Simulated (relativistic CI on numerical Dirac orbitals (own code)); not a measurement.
**Ba XLV: sensitivity of the levels to the model**

Base calculation: Dirac-Coulomb-Breit CI, separate exchange-only KLI orbitals for each configuration, model QED (radiative potential, 1s self-energy scaled to tabulated hydrogen-like ionisation energies), unscaled Slater integrals.

CI space (outside the closed core [Ne]): 3s2, 3s 3p, 3p2, 3s 3d, 3d2, 3p 3d, 3p 4s, 3d 4s, 3s 4s, 3s 4p, 3s 4d, 3s 4f, 3s 5s, 3s 5p, 3s 5d, 3s 5f, 4s2, 3s 5g, 3s 6s, 3s 6p, 3s 6d. Levels of other configurations are missing.

The lowest level and the first level of each name with at least 55 % of one term (blank where a level has no safe partner in the second run):

```
      Level  Base (eV)  Shift (eV)
   3s2 1S_0      0.000       0.000
3s 3p 3P°_0     91.141      -8.919
3s 3p 3P°_1    100.777     -18.555
3s 3p 3P°_2    191.134    -108.911
3s 3p 1P°_1    218.951    -101.953
   3p2 3P_0    219.758     -30.010
   3p2 1D_2    309.274    -120.413
   3p2 3P_1    310.267    -120.520
 3s 3d 3D_1    342.977    -112.975
 3s 3d 3D_2    348.336    -118.335
 3s 3d 3D_3    365.283    -135.282
 3s 3d 1D_2    376.222    -121.127
   3p2 1S_0    430.259    -210.931
3p 3d 3F°_2    441.560    -123.703
```

At this charge energies of transitions that change n are usually good to better than 1 %, and those within a shell (Δn = 0) to a few per cent.

(1) One thing was changed in a second run, which moved the levels as shown. Which?
A. non-relativistic limit
B. configuration mixing switched off
C. one mean potential for all configurations
D. P86 correlation estimate
E. Breit term removed
F. QED terms removed

Results:

(1) A. Non-relativistic limit. Without relativity the fine structure collapses and s electrons lose their extra binding.

LS names give the leading component of a level, which can be under half, so a name can repeat, a term be missing and a line seem to break the LS rules.
